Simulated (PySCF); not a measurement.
SMILES N#C[SiH2][SiH2]C(=O)O (C₂H₅NO₂Si₂), GFN2-xTB optimised geometry.

```
12

N     -0.77    -4.30    -2.02
C     -0.13    -3.52    -1.48
Si     0.88    -2.22    -0.59
Si    -0.57    -0.53     0.02
C      0.51     1.05     0.00
O      1.72     1.05     0.00
O     -0.21     2.18     0.00
H      1.92    -1.88    -1.57
H      1.49    -2.97     0.52
H     -1.08    -0.62     1.39
H     -1.72    -0.24    -0.85
H      0.37     2.97     0.00
```

Density from PBE0/def2-TZVP (PySCF) at that geometry.

Minimum of the electron density along straight lines between bonded atoms, close to the bond critical point (lines longer than 1.1 times the sum of covalent radii, or with two minima, are not listed):

```csv
bond,length / Å,ρ at the minimum / e bohr⁻³,∇²ρ there / e bohr⁻⁵,position (fraction from the first atom)
N1–C2,1.146,0.504,-0.02,0.66
C2–Si3,1.870,0.107,0.29,0.61
Si3–Si4,2.319,0.098,-0.18,0.52
Si4–C5,1.917,0.113,0.19,0.38
C5–O6,1.208,?,?,0.34
C5–O7,1.333,?,-0.53,0.34
Si3–H8,1.466,0.126,0.18,0.49
Si3–H9,1.469,0.125,0.17,0.49
Si4–H10,1.469,0.123,0.19,0.49
Si4–H11,1.465,0.125,0.18,0.49
O7–H12,0.974,0.347,-2.37,0.81
```

Some entries are withheld; supply them.


- C5–O6, ρ at the minimum / e bohr⁻³: 0.426
- C5–O6, ∇²ρ there / e bohr⁻⁵: -0.16
- C5–O7, ρ at the minimum / e bohr⁻³: 0.312
